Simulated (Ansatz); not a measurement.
One change: `C[N](C)[Zn][Br]` becomes `C[N](C)[AlH][SH]`.

Ansatz, PBE0-D4/def2-TZVP geometries, multiplicity 1. Each molecule was computed in one conformer, which needn't be the lowest.

Scalar relativity is left out up to krypton. Spin–orbit coupling is left out; it splits and shifts lone-pair levels of the heavy atoms by tenths of an eV.

```
                                          property  `C[N](C)[Zn][Br]`
                LUMO energy (PBE0/def2-TZVPP) / eV              -0.92
                 HOMO energy (PBE/def2-TZVPP) / eV              -4.83
                HOMO energy (PBE0/def2-TZVPP) / eV              -6.05
              HOMO–LUMO gap (PBE0/def2-TZVPP) / eV               5.13
                 LUMO energy (PBE/def2-TZVPP) / eV              -1.80
size of the dipole moment (ωB97M-V/def2-TZVPP) / D               1.90
```

Question: What does the change do to each property? (Best estimate.)

Answer: Ansatz gave: 
| property | `C[N](C)[AlH][SH]` | shift |
| --- | --- | --- |
| LUMO energy (PBE0/def2-TZVPP) / eV | -0.41 | 0.51 |
| HOMO energy (PBE/def2-TZVPP) / eV | -5.30 | -0.47 |
| HOMO energy (PBE0/def2-TZVPP) / eV | -6.54 | -0.49 |
| HOMO–LUMO gap (PBE0/def2-TZVPP) / eV | 6.13 | 1.00 |
| LUMO energy (PBE/def2-TZVPP) / eV | -1.15 | 0.65 |
| size of the dipole moment (ωB97M-V/def2-TZVPP) / D | 2.07 | 0.17 |

With PBE0 the HOMO falls by 0.49 eV and the LUMO rises by 0.51 eV, so the gap widens by about 1.00 eV. PBE moves the HOMO by -0.47 eV and ωB97M-V by -0.46 eV. Dipoles are sizes alone; their direction can turn.
